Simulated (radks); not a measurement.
These are the eigenvalues of the occupied orbitals of an atom or ion with whole-number occupations (hartree). Method: scalar-relativistic Kohn-Sham, PBEsol, spin-polarised, spherical densities, finite nucleus; Fermi nuclear charge, rms radius of each element as measured or else 0.836 A^(1/3) + 0.57 fm; computed with a radial shooting solver on a logarithmic mesh with Libxc functionals.

1s up: -12.15142
1s down: -12.11358
2s up: -2.11123

Which element is it, and in what charge state? The configuration may be excited. Open shells, if any, are filled with parallel spins first.

Answer. Z = 6, carbon, charge +3: C3+ in [He] 2s1. The list shows which subshells hold electrons but not how many an open one holds; the 1s level, -12.151 hartree, gives Z - s = 4.9 by -(Z - s)^2/2, which with screening and relativity narrows Z to a few neighbours, and the depths of the outer levels then fix element, charge and occupations together.
